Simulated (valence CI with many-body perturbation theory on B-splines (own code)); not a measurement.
Forbidden lines of Yb46+

Level of theory: configuration interaction combined with many-body perturbation theory (CI+MBPT): six valence electrons over a frozen Dirac-Fock core [Ar], a basis of 7 s, 7 p, 8 d, 6 f, 4 g, 1 h functions for each j, with the one-electron correlation potential Σ1 (screened to all orders), the two-electron term Σ2, the three-electron term Σ3, Breit, model QED; selected single and double excitations, second order for the rest, scaled by the run's own slope (own B-spline code, finite nucleus).

The last digits are not significant, and no measured levels were compared; by estimate large intervals hold to a few tenths of a per cent, small ones and those within an open d or f shell to about a per cent. Core correlation moves these levels by up to 13000 cm⁻¹, and in measured spectra 5 to 20 % of such shifts remained as error; rates that hang on mixing are uncertain with them. Among the levels kept, up to 1000 cm⁻¹ of a level comes from second order outside the variational space, and about a tenth of that is noise between levels of different J, which matters for small intervals. Only levels of the ground parity were solved; by the run's estimate the other parity begins above the list, which can be wrong where configurations are misplaced.

Lines 51 to 100 of 112 in falling wavelength, among levels below 231.14 eV, chosen from the decays that carry over 1 % of a level's rate. Wavelengths and rates use the calculated energies. Electric multipoles are in the length gauge with retardation, E1 and E2 with the static RPA response of the core. M1 uses the relativistic operator with retardation. Weak lines are less certain than strong ones. Lines between different terms over intervals too small for the method are left out, as are lines whose strength nearly cancels. The highest levels of a list are the least certain. Branching is blank where the lifetime is uncertain.

Levels are named by their leading jj configuration (3d3/2^4 stands for four electrons in 3d with j = 3/2), which in mixed levels can hold well under half, so a name can repeat and another be missing. Letters in brackets count levels of one name in rising energy.

| λ vac (nm) | Upper | Lower | Type | A (s⁻¹) | Branch % |
| --- | --- | --- | --- | --- | --- |
| 22.78 | (3d3/2 3d5/2^5) J=4 | (3d3/2^2 3d5/2^4) J=3 [b] | M1 | 5.78e+05 | 14.9 |
| 22.66 | (3d3/2^2 3d5/2^4) J=2 [c] | (3d3/2^3 3d5/2^3) J=1 [b] | M1 | 3.82e+05 | 16.1 |
| 22.53 | (3d3/2^3 3d5/2^3) J=2 [a] | (3d3/2^4 3d5/2^2) J=2 | M1 | 9.05e+05 | 99.6 |
| 22.50 | (3d3/2^2 3d5/2^4) J=2 [c] | (3d3/2^3 3d5/2^3) J=2 [b] | M1 | 8.15e+05 | 34.4 |
| 22.42 | (3d3/2 3d5/2^5) J=1 | (3d3/2^2 3d5/2^4) J=0 [a] | M1 | 1.09e+06 | 19.2 |
| 22.25 | (3d3/2^2 3d5/2^4) J=1 | (3d3/2^3 3d5/2^3) J=2 [a] | M1 | 2.84e+05 | 14.0 |
| 22.17 | (3d3/2^3 3d5/2^3) J=6 | (3d3/2^4 3d5/2^2) J=4 | E2 | 1.08e+01 | 100.0 |
| 22.16 | (3d3/2^3 3d5/2^3) J=5 | (3d3/2^4 3d5/2^2) J=4 | M1 | 2.88e+05 | 99.4 |
| 22.08 | (3d3/2^2 3d5/2^4) J=6 | (3d3/2^3 3d5/2^3) J=5 | M1 | 2.66e+05 | 29.4 |
| 22.07 | (3d3/2^2 3d5/2^4) J=6 | (3d3/2^3 3d5/2^3) J=6 | M1 | 6.38e+05 | 70.6 |
| 22.07 | (3d3/2^2 3d5/2^4) J=4 [b] | (3d3/2^3 3d5/2^3) J=3 [b] | M1 | 2.29e+05 | 17.5 |
| 22.01 | (3d3/2^3 3d5/2^3) J=3 [b] | (3d3/2^4 3d5/2^2) J=2 | M1 | 1.36e+05 | 21.1 |
| 21.96 | (3d3/2^2 3d5/2^4) J=4 [a] | (3d3/2^3 3d5/2^3) J=4 [a] | M1 | 2.11e+06 | 79.3 |
| 21.88 | (3d3/2^2 3d5/2^4) J=4 [c] | (3d3/2^3 3d5/2^3) J=3 [c] | M1 | 6.45e+05 | 41.8 |
| 21.71 | (3d3/2 3d5/2^5) J=2 | (3d3/2^2 3d5/2^4) J=1 | M1 | 9.88e+05 | 26.9 |
| 21.66 | (3d3/2^2 3d5/2^4) J=2 [b] | (3d3/2^3 3d5/2^3) J=3 [b] | M1 | 4.06e+05 | 26.3 |
| 21.64 | (3d3/2 3d5/2^5) J=3 | (3d3/2^2 3d5/2^4) J=4 [b] | M1 | 3.99e+05 | 11.7 |
| 21.28 | (3d3/2^2 3d5/2^4) J=4 [a] | (3d3/2^3 3d5/2^3) J=3 [a] | M1 | 3.08e+04 | 1.2 |
| 21.27 | (3d3/2 3d5/2^5) J=1 | (3d3/2^2 3d5/2^4) J=2 [a] | M1 | 4.46e+06 | 78.6 |
| 21.18 | (3d3/2^2 3d5/2^4) J=2 [b] | (3d3/2^3 3d5/2^3) J=2 [a] | M1 | 7.21e+05 | 46.7 |
| 20.84 | (3d3/2^2 3d5/2^4) J=4 [c] | (3d3/2^3 3d5/2^3) J=4 [b] | M1 | 5.05e+05 | 32.7 |
| 20.77 | (3d3/2^2 3d5/2^4) J=3 [a] | (3d3/2^3 3d5/2^3) J=4 [a] | M1 | 8.72e+05 | 35.6 |
| 20.57 | (3d3/2^2 3d5/2^4) J=5 | (3d3/2^3 3d5/2^3) J=4 [a] | M1 | 8.22e+04 | 5.6 |
| 20.51 | (3d3/2 3d5/2^5) J=4 | (3d3/2^2 3d5/2^4) J=5 | M1 | 1.23e+06 | 31.7 |
| 20.32 | (3d3/2 3d5/2^5) J=4 | (3d3/2^2 3d5/2^4) J=3 [a] | M1 | 4.64e+04 | 1.2 |
| 20.16 | (3d3/2^2 3d5/2^4) J=3 [a] | (3d3/2^3 3d5/2^3) J=3 [a] | M1 | 1.06e+06 | 43.5 |
| 20.03 | (3d3/2 3d5/2^5) J=3 | (3d3/2^2 3d5/2^4) J=3 [b] | M1 | 4.46e+05 | 13.1 |
| 19.57 | (3d3/2^3 3d5/2^3) J=3 [b] | (3d3/2^4 3d5/2^2) J=4 | M1 | 4.89e+05 | 76.1 |
| 19.50 | (3d3/2^2 3d5/2^4) J=4 [b] | (3d3/2^3 3d5/2^3) J=5 | M1 | 8.92e+05 | 68.2 |
| 19.29 | (3d3/2 3d5/2^5) J=4 | (3d3/2^2 3d5/2^4) J=4 [a] | M1 | 2.01e+06 | 51.9 |
| 19.11 | (3d5/2^6) J=0 | (3d3/2 3d5/2^5) J=1 | M1 | 7.31e+06 | 99.5 |
| 18.97 | (3d3/2^3 3d5/2^3) J=0 | (3d3/2^4 3d5/2^2) J=2 | E2 | 1.67e+03 |  |
| 18.70 | (3d3/2^2 3d5/2^4) J=3 [b] | (3d3/2^3 3d5/2^3) J=4 [a] | M1 | 1.83e+05 | 11.1 |
| 18.63 | (3d3/2^2 3d5/2^4) J=1 | (3d3/2^3 3d5/2^3) J=1 [a] | M1 | 7.67e+05 | 37.9 |
| 18.62 | (3d3/2 3d5/2^5) J=2 | (3d3/2^2 3d5/2^4) J=3 [a] | M1 | 1.39e+06 | 37.8 |
| 18.29 | (3d3/2^2 3d5/2^4) J=2 [c] | (3d3/2^3 3d5/2^3) J=3 [b] | M1 | 9.99e+04 | 4.2 |
| 18.10 | (3d3/2 3d5/2^5) J=3 | (3d3/2^2 3d5/2^4) J=3 [a] | M1 | 1.29e+06 | 37.6 |
| 17.96 | (3d3/2^3 3d5/2^3) J=2 [b] | (3d3/2^4 3d5/2^2) J=2 | M1 | 1.59e+05 | 70.2 |
| 17.95 | (3d3/2^2 3d5/2^4) J=2 [c] | (3d3/2^3 3d5/2^3) J=2 [a] | M1 | 1.33e+05 | 5.6 |
| 17.88 | (3d3/2^2 3d5/2^4) J=2 [b] | (3d3/2^3 3d5/2^3) J=1 [a] | M1 | 1.88e+04 | 1.2 |
| 17.86 | (3d3/2^3 3d5/2^3) J=1 [b] | (3d3/2^4 3d5/2^2) J=2 | M1 | 8.63e+04 | 12.6 |
| 17.34 | (3d3/2^3 3d5/2^3) J=3 [c] | (3d3/2^4 3d5/2^2) J=2 | M1 | 2.29e+05 | 52.0 |
| 17.28 | (3d3/2 3d5/2^5) J=3 | (3d3/2^2 3d5/2^4) J=4 [a] | M1 | 3.18e+05 | 9.3 |
| 17.25 | (3d3/2^2 3d5/2^4) J=4 [c] | (3d3/2^3 3d5/2^3) J=3 [b] | M1 | 1.63e+04 | 1.1 |
| 17.05 | (3d3/2^2 3d5/2^4) J=4 [b] | (3d3/2^3 3d5/2^3) J=3 [a] | M1 | 1.03e+05 | 7.9 |
| 16.84 | (3d3/2^2 3d5/2^4) J=2 [d] | (3d3/2^3 3d5/2^3) J=3 [c] | M1 | 3.81e+05 | 25.5 |
| 16.80 | (3d3/2^2 3d5/2^4) J=2 [b] | (3d3/2^3 3d5/2^3) J=3 [a] | M1 | 2.73e+05 | 17.7 |
| 16.39 | (3d3/2 3d5/2^5) J=2 | (3d3/2^2 3d5/2^4) J=2 [a] | M1 | 4.66e+05 | 12.7 |
| 16.38 | (3d3/2^2 3d5/2^4) J=2 [d] | (3d3/2^3 3d5/2^3) J=1 [b] | M1 | 4.78e+05 | 32.0 |
| 16.37 | (3d3/2^3 3d5/2^3) J=4 [b] | (3d3/2^4 3d5/2^2) J=4 | M1 | 1.84e+04 | 41.7 |
